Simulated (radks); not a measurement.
Effect of the nuclear size on the mercury ion Hg+, [Xe] 4f14 5d10 6s1. Method: Dirac Kohn-Sham, BLYP, spin-unpolarised, spherical densities, finite nucleus; Fermi nuclear charge, rms radius 5.4648 fm; computed with a radial shooting solver on a logarithmic mesh with Libxc functionals. The rms radius is varied about that value; shifts are against it.

rms radius (fm) = 4.6943: total energy shift (eV) -28.4; density at nucleus (e/bohr^3) 2.475e+06; 1s1/2 shift (meV) -11300; 2s1/2 shift (meV) -1690; 4p1/2 shift (meV) -2.12; 5s1/2 shift (meV) -19.6; 6s1/2 shift (meV) -1.89; 6p1/2 (empty) shift (meV) 0.139
rms radius (fm) = 5.0003: total energy shift (eV) -17.4; density at nucleus (e/bohr^3) 2.411e+06; 1s1/2 shift (meV) -6960; 2s1/2 shift (meV) -1040; 4p1/2 shift (meV) -1.31; 5s1/2 shift (meV) -12.0; 6s1/2 shift (meV) -1.16; 6p1/2 (empty) shift (meV) 0.085
rms radius (fm) = 5.4648: total energy shift (eV) 0; density at nucleus (e/bohr^3) 2.325e+06; 1s1/2 shift (meV) 0.000; 2s1/2 shift (meV) 0.000; 4p1/2 shift (meV) 0.000; 5s1/2 shift (meV) 0.000; 6s1/2 shift (meV) 0.000; 6p1/2 (empty) shift (meV) 0.000
rms radius (fm) = 5.9566: total energy shift (eV) 19.4; density at nucleus (e/bohr^3) 2.244e+06; 1s1/2 shift (meV) 7760; 2s1/2 shift (meV) 1160; 4p1/2 shift (meV) 1.47; 5s1/2 shift (meV) 13.4; 6s1/2 shift (meV) 1.30; 6p1/2 (empty) shift (meV) -0.095
rms radius (fm) = 6.2572: total energy shift (eV) 31.7; density at nucleus (e/bohr^3) 2.198e+06; 1s1/2 shift (meV) 12700; 2s1/2 shift (meV) 1890; 4p1/2 shift (meV) 2.40; 5s1/2 shift (meV) 21.9; 6s1/2 shift (meV) 2.12; 6p1/2 (empty) shift (meV) -0.155

Slopes of the eigenvalues against <r^2> in GHz/fm^2, as finite differences over the two radii next to the reference (eigenvalue slopes, not the field-shift constants of lines): 1s1/2 340000, 2s1/2 50700, 4p1/2 63.9, 5s1/2 586, 6s1/2 56.7, 6p1/2 (empty) -4.15.
